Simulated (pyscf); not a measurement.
## `[CH2][F]`, doublet

Gas-phase minimum from PySCF at ωB97X-D3(BJ)/def2-SVP, one conformer. 

```xyz
4

C      0.0343    -0.0419    -0.7373
F      0.0728    -0.0311    -2.0683
H      0.2392     0.9204    -0.2575
H      0.2596    -1.0070    -0.2725
```
Charge 0, spin multiplicity 2.

Bonds (Å): C1–F2 1.332, C1–H3 1.095, C1–H4 1.095. Bond angles (°): F2–C1–H3 115.2, F2–C1–H4 115.2, H3–C1–H4 123.4.

Properties at ωB97X-D3(BJ)/def2-SVP:

| Property | Result |
|---|---|
| Harmonic wavenumbers, unscaled | 567, 1180, 1242, 1482, 3149, 3309 cm⁻¹ |
| Zero-point energy | 15.6 kcal/mol |
| Rotational symmetry number | 1 |
| Entropy of this conformer at 298 K and 1 atm, rigid rotor and harmonic oscillator, modes under 100 cm⁻¹ raised to 100 | 235.6 J/(mol K) |
| Dipole moment | 1.29 D |
| Spin expectation value S2 | 0.753 |

Single-point totals, which compare only within one level (frozen core for MP2 and CC):

| level | total energy (hartree) |
|---|---|
| ωB97X-D3(BJ)/def2-TZVP | -139.15514 |
| PBE/def2-TZVP | -138.98167 |
| r²SCAN/def2-TZVP | -139.06704 |
| B3LYP-D3(BJ)/def2-TZVP | -139.13725 |
| PBE0-D3(BJ)/def2-TZVP | -138.98753 |
| M06-2X/def2-TZVP | -139.07247 |
| ωB97M-D3(BJ)/def2-TZVP | -139.15286 |
| UHF/def2-TZVPP | -138.46834 |
| MP2/def2-TZVPP | -138.86395 |
| CCSD/def2-TZVPP | -138.88050 |
| CCSD(T)/def2-TZVPP | -138.89269 |

The CCSD(T) − MP2 part came from Ansatz, without density fitting, on the same reference.
